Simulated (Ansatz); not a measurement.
Consider the formal exchange of groups at the Al–N bond: `NC[NH][AlH2]` + `C#C[SiH2]N` → `N[SiH2][AlH2]` + `C#CNCN`.

Isolated molecules relaxed with PBE0-D4/def2-TZVP in Ansatz; ΔE leaves out vibrations. CBS: MP2 limit from def2 TZ/QZ plus the TZ coupled-cluster correction, frozen cores. DFT in def2-TZVPP. Each species was taken in one conformer, which may not be the lowest.

`NC[NH][AlH2]`:

Cartesian coordinates in Å:
```
N -1.305 -0.133 -1.311
C -0.446 0.639 -0.431
N -0.120 -0.116 0.749
Al 1.479 -0.543 1.375
H -1.642 0.435 -2.079
H -0.795 -0.917 -1.702
H -0.996 1.556 -0.179
H 0.502 0.955 -0.893
H -0.962 -0.437 1.208
H 2.739 -0.059 0.545
H 1.547 -1.380 2.717
```

`C#C[SiH2]N`:

Cartesian coordinates in Å:
```
C 1.773 0.687 -1.499
C 0.843 0.170 -0.928
Si -0.568 -0.601 -0.042
N -0.960 0.106 1.468
H 2.594 1.141 -2.006
H -0.207 -2.019 0.191
H -1.750 -0.481 -0.929
H -1.384 1.019 1.494
H -0.340 -0.022 2.252
```

`N[SiH2][AlH2]`:

Cartesian coordinates in Å:
```
N -1.338 -0.810 -0.600
Si 0.226 -0.087 -0.758
Al 0.857 0.962 1.373
H -1.578 -1.281 0.257
H -1.766 -1.269 -1.389
H 0.149 0.919 -1.859
H 1.314 -1.029 -1.193
H 2.045 2.016 1.455
H 0.092 0.579 2.717
```

`C#CNCN`:

Cartesian coordinates in Å:
```
C -1.339 1.166 2.071
C -0.871 0.394 1.275
N -0.377 -0.427 0.339
C 0.609 0.126 -0.606
N 0.821 -0.686 -1.760
H -1.764 1.836 2.777
H -0.130 -1.344 0.686
H 0.222 1.102 -0.903
H 1.575 0.290 -0.114
H 1.304 -1.548 -1.545
H -0.051 -0.908 -2.221
```

CCSD(T)/CBS gives +2.09 eV.

(1) Another level gave +1.94 eV. Which?
A. CCSD(T)/def2-TZVPP
B. r2SCAN-D4/def2-TZVPP
C. PBE0-D4/def2-TZVPP
D. PBE/def2-TZVPP

Largest T1 diagnostic among the species: 0.012.

Answers

(1) B. r2SCAN-D4 1.94, PBE 1.69, PBE0-D4 1.75, CCSD(T)/def2-TZVPP 2.08 eV.

From PBE to PBE0 (25 % exact exchange), in def2-TZVPP and without D4, ΔE moves by +0.04 eV. In def2-TZVPP, CCSD(T) changes the Hartree–Fock value by +0.04 eV (the triples alone add +0.01 eV) and MP2 by +0.16 eV.
